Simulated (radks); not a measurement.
Species: Ta V. Configuration: [Xe] 4f14 5d1 (the NIST ground configuration). All-electron calculation, Dirac Kohn-Sham, revPBE, spin-unpolarised, spherical densities, finite nucleus; open shells fill j = l - 1/2 first; Fermi nuclear charge, rms radius 5.3507 fm. Program: a radial shooting solver on a logarithmic mesh with Libxc functionals.

Normalised radial functions P(r) = r R(r) (large component), r in bohr:

```
   r/bohr * 4d5/2, o 5d5/2 (the largest magnitude, 1.51, reaches the edge; | marks zero, & curves that meet)
 0.001637                             &
 0.002165                             &
 0.002888                             &
 0.003852                             &
 0.005138                             &
 0.006853                             &
  0.00914                             &
  0.01219                             &
  0.01626                             &
  0.02151                             o*
  0.02869                             |o*
  0.03827                             |o  *
  0.05104                             | o   *
  0.06808                             |  o      *
   0.0908                             |   o         *
   0.1211                             |   o           *
   0.1615                             |  o         *
   0.2137                             o *
    0.285                 *       o   |
   0.3802    *                 o      |
   0.5071  *                     o    |
   0.6763         *                   |o
    0.902                   *         |       o
    1.203                         *   |             o
    1.605                            *|              o
    2.123                             *           o
    2.832                             *      o
    3.777                             *  o
    5.037                             *o
```

4d5/2: eigenvalue -259.20 eV, 1 radial node at r = 0.225 bohr, <r> = 0.528 bohr, 90 % of the charge inside 0.792 bohr. 5d5/2 (empty): eigenvalue -40.547 eV, 2 radial nodes at r = 0.217, 0.653 bohr, <r> = 1.75 bohr, 90 % of the charge inside 2.63 bohr.
